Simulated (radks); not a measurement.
Task: The mean radii <r> (bohr) of the occupied orbitals of an atom or ion are listed with their occupations. Method: scalar-relativistic Kohn-Sham, LDA (Slater exchange, Perdew-Zunger correlation), spin-polarised, spherical densities, point nucleus; computed with a radial shooting solver on a logarithmic mesh with Libxc functionals.

orbital  occ.      <r>
1s up       1  0.01744
1s down     1  0.01744
2s up       1  0.07364
2s down     1  0.07364
2p up       3  0.06626
2p down     3  0.06626
3s up       1   0.1906
3s down     1   0.1906
3p up       3   0.1914
3p down     3   0.1914
3d up       5   0.1733
3d down     5   0.1733
4s up       1   0.4236
4s down     1   0.4235
4p up       3   0.4509
4p down     3   0.4507
4d up       5   0.4787
4d down     5   0.4783
5s up       1   0.9727
5s down     1   0.9696
4f up       7   0.5349
4f down     7   0.5323
5p up       3    1.121
5p down     2    1.118
5d up       5    1.550
5d down     2    1.567
6s up       1    2.441

Name the element and its charge. Open shells, if any, are filled with parallel spins first.

Result: Z = 77, iridium, charge +2: Ir2+ in [Kr] 4d10 4f14 5s2 5p5 5d7 6s1. The 1s radius gives Z: for a bare nucleus <r> = (2 gamma + 1)/(2Z) with gamma = sqrt(1 - (Z/c)^2), 0.01724 bohr for Z = 77, and screening makes it slightly larger (0.01744 here). The occupations add up to 75, and the charge is Z minus that.
